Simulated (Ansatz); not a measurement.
Gas-phase reaction 0.5 R1 + 0.5 R2 → P1, each structure at its B3LYP-D3(BJ)/def2-TZVP stationary point, reached from a drawn start (curvature not checked).
P1: CH2F2 (SMILES FCF), charge 0, multiplicity 1.
R1, CF4 (SMILES FC(F)(F)F) (charge 0, multiplicity 1):
```xyz
5

F     -0.0369    -1.0400    -0.8218
C      0.0000     0.0000     0.0000
F     -0.1398     1.1194    -0.6970
F     -0.9859    -0.0979     0.8814
F      1.1626     0.0186     0.6375
```
R2, CH4 (SMILES C) (charge 0, multiplicity 1):
```xyz
5

C      0.00000     0.00000     0.00000
H      0.62892     0.62892     0.62892
H     -0.62892    -0.62892     0.62892
H      0.62892    -0.62892    -0.62892
H     -0.62892     0.62892    -0.62892
```

P less R. No zero-point or thermal terms.

Frozen-core correlation throughout.

Codes used: Ansatz (a quantum-chemistry and plane-wave program). Each number belongs to the level named beside it.

Total energies in hartree:

```
structure  PBE/def2-TZVPP  r2SCAN/def2-TZVPP  CCSD(T)/cc-pVQZ
---------  --------------  -----------------  ---------------
P1            -238.852196        -238.985732      -238.776219
R1            -437.276180        -437.512578      -437.139388
R2             -40.464286         -40.500875       -40.450883
```

Question: Work out the reaction energy at each level in meV (1 hartree = 27211.38625 meV), and say how far PBE/def2-TZVPP lies from CCSD(T)/cc-pVQZ.

Answer: 
- PBE/def2-TZVPP: (-238.852196) − 0.5 × (-437.276180) − 0.5 × (-40.464286) = 0.018037 hartree = 490.8 meV
- r2SCAN/def2-TZVPP: (-238.985732) − 0.5 × (-437.512578) − 0.5 × (-40.500875) = 0.020994 hartree = 571.3 meV
- CCSD(T)/cc-pVQZ: (-238.776219) − 0.5 × (-437.139388) − 0.5 × (-40.450883) = 0.018916 hartree = 514.7 meV
PBE/def2-TZVPP less CCSD(T)/cc-pVQZ: -23.9 meV. CCSD(T)/cc-pVQZ is the level counted from, the highest shown, and no exact or measured value.
